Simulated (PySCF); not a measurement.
# Pauling's electronegativity from computed bond energies: partners of H

PBE in PySCF with def2-SVPD on every atom (core potentials on Rb, Cs), for the lowest determinant that a PBE0 search found; no spin–orbit coupling. De of H2 is 4.45 eV.

```csv
B,De(B₂) (eV),De(HB) (eV)
Cs,0.48,1.65
F,2.19,6.18
Na,0.80,1.85
Li,0.89,2.36
Rb,0.53,1.63
```

Problem. With Δ = De(HB) − [De(H₂) + De(B₂)]/2, give Δ and the electronegativity difference √(Δ/eV).

Solution. 

```csv
B,Δ (eV),√Δ
Cs,-0.81,none (Δ < 0)
F,2.86,1.69
Na,-0.78,none (Δ < 0)
Li,-0.31,none (Δ < 0)
Rb,-0.86,none (Δ < 0)
```

The rule was made for single bonds and measured bond energies; here it is fed with computed well depths. With the arithmetic mean Δ turns negative when the two homonuclear bonds differ much, as for alkali hydrides.

Closed-shell solutions of metal pairs were not tested for spin polarisation, which can lower them a little. Weak bonds: Cs2. Basis-set superposition, not corrected here, can be much of De in a small basis, most of all at correlated wavefunction levels. Functionals without a dispersion term scatter widely for such bonds, and LDA overbinds them. Spin–orbit coupling is left out, which matters for elements this heavy, above all for dissociation energies.
